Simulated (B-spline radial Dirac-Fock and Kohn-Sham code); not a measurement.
# How the settings move the core levels of Te

ΔSCF core binding energies without Breit or QED terms, calculated with a radial atomic solver. Keys: rel is the Hamiltonian (dirac, or spin-free x2c and nr, where L3 and M5 stand for the whole 2p and 3d shells), method is hf or an exchange,correlation pair (spin-unpolarised, also for the hole states), nuc the nuclear model, radius_factor scales its radius, rmax is the box in bohr, h the logarithmic mesh step, order the B-spline order, points the quadrature points per cell, c_factor scales the speed of light, and damp, ndamp, maxit and tol steer the iteration. The run stops when the commutator error falls below 10·tol·max(1, Z/10), or the numerical noise floor, and the energy has settled to about 1e-8 Ha; the virial ratio is −V/T.

Base input:

```json
{"items": [{"Z": 52, "q": 0, "cfg": [[1, 0, 2], [2, 0, 2], [2, 1, 6], [3, 0, 2], [3, 1, 6], [3, 2, 10], [4, 0, 2], [4, 1, 6], [4, 2, 10], [5, 0, 2], [5, 1, 4]], "A": 130, "rrms": 4.7423, "do": "settings", "holes": ["K", "L3", "M5"],
  "settings": [{"rel": "dirac", "method": "hf", "nuc": "fermi", "radius_factor": 1.0, "rmax": 45.0, "h": 0.3, "order": 8, "points": 10, "c_factor": 1.0, "maxit": 60, "damp": 0.5, "ndamp": 3, "tol": 1e-08}]}]}
```

The ground state converged in 10 iterations, with total energy -6793.70326 Ha, virial ratio 1.94555 and highest orbital energy -9.22 eV. ΔSCF binding energies: K (1s) 31930.8 eV, L3 (2p3/2) 4359.3 eV, M5 (3d5/2) 581.7 eV.

Changes from the base run:

| changed setting | Δ total energy (Ha) | Δ K (eV) | Δ L3 (eV) | Δ M5 (eV) | iterations |
| --- | --- | --- | --- | --- | --- |
| damp = 0.8 | 0.00000 | 0.00 | 0.00 | 0.00 | 11 |
| order = 6 | +0.00027 | 0.00 | 0.00 | 0.00 | 10 |
| rel = "x2c"; rmax = 30.0; tol = 0.0001 | +2.77996 | -26.98 | +86.00 | +4.28 | 9 |
| order = 6 | +0.00027 | 0.00 | 0.00 | 0.00 | 10 |
| h = 0.12 | -0.00002 | 0.00 | 0.00 | 0.00 | 10 |
| nuc = "gauss" | -0.00076 | +0.01 | 0.00 | 0.00 | 10 |
| rel = "x2c" | +2.77996 | -26.98 | +86.00 | +4.28 | 10 |
| rel = "nr"; method = "lda,"; nuc = "gauss" | ? | ? | ? | ? | ? |
| nuc = "gauss"; rmax = 60.0; damp = 0.0 | -0.00076 | +0.01 | 0.00 | 0.00 | 11 |
| method = "lda,vwn"; order = 6; c_factor = 5.0 | +178.34525 | -1190.49 | -20.26 | +8.94 | 9 |
| c_factor = 5.0 | +175.22801 | -1176.44 | +3.56 | +12.83 | 10 |
| rel = "nr" | +181.94062 | -1220.89 | +3.65 | +13.36 | 10 |
|  | 0.00000 | 0.00 | 0.00 | 0.00 | 10 |
| rmax = 30.0 | 0.00000 | 0.00 | 0.00 | 0.00 | 10 |

Question: What does the change rel = "nr"; method = "lda,"; nuc = "gauss" do?

Answer: The total energy moves by +190.05362 Ha and the binding energies by K -1237.84 eV, L3 -22.51 eV, M5 +7.51 eV; the run takes 10 iterations.
